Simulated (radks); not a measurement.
Values are calculated unless marked as measured or tabulated.
All-electron atom: Ta IV in [Xe] 4f14 5d2. Level of theory: scalar-relativistic Kohn-Sham, exchange-only B88, spin-polarised, spherical densities, finite nucleus; open shells are filled with parallel spins first (spin-orbit coupling, left out, can overturn this in heavy ions); Fermi nuclear charge, rms radius 5.3507 fm (a radial shooting solver on a logarithmic mesh with Libxc functionals). Some entries of the table are withheld. Estimate them.

| orbital | occ. | eigenvalue (hartree) | <1/r> (bohr^-1) |
|---|---|---|---|
| 1s down | 1 | -2476.198 | 85.40 |
| 1s up | 1 | -2476.198 | 85.40 |
| 2s up | 1 | -426.2872 | 19.96 |
| 2s down | 1 | -426.2839 | 19.96 |
| 2p up | 3 | -373.7967 | 18.15 |
| 2p down | 3 | -373.7942 | 18.15 |
| 3s up | 1 | -98.40651 | 7.387 |
| 3s down | 1 | -98.40608 | 7.387 |
| 3p up | 3 | -82.78828 | 6.836 |
| 3p down | 3 | -82.78770 | 6.836 |
| 3d up | 5 | -64.53647 | 6.464 |
| 3d down | 5 | -64.53468 | 6.464 |
| 4s up | 1 | -20.83940 | 3.135 |
| 4s down | 1 | -20.83709 | 3.135 |
| 4p up | 3 | -15.71433 | 2.851 |
| 4p down | 3 | -15.71218 | 2.851 |
| 4d up | 5 | -9.14833 | 2.532 |
| 4d down | 5 | -9.14553 | 2.532 |
| 5s up | 1 | -3.68107 | 1.212 |
| 5s down | 1 | -3.64355 | 1.220 |
| 5p up | 3 | -2.44461 | 1.018 |
| 5p down | 3 | -2.39223 | 1.028 |
| 4f up | 7 | -1.89441 | 2.001 |
| 4f down | 7 | -1.88577 | 2.008 |
| 5d up | 2 | (1) | (2) |
| 6s up | 0 | -1.00195 | 0.4752 |
| 5d down | 0 | (3) | (4) |
| 6s down | 0 | -0.92969 | 0.4657 |
| 6p up | 0 | -0.73884 | 0.3929 |

Answer. 
(1) 5d up eigenvalue (hartree): -1.06498
(2) 5d up <1/r> (bohr^-1): 0.6872
(3) 5d down eigenvalue (hartree): -0.99015
(4) 5d down <1/r> (bohr^-1): 0.6930
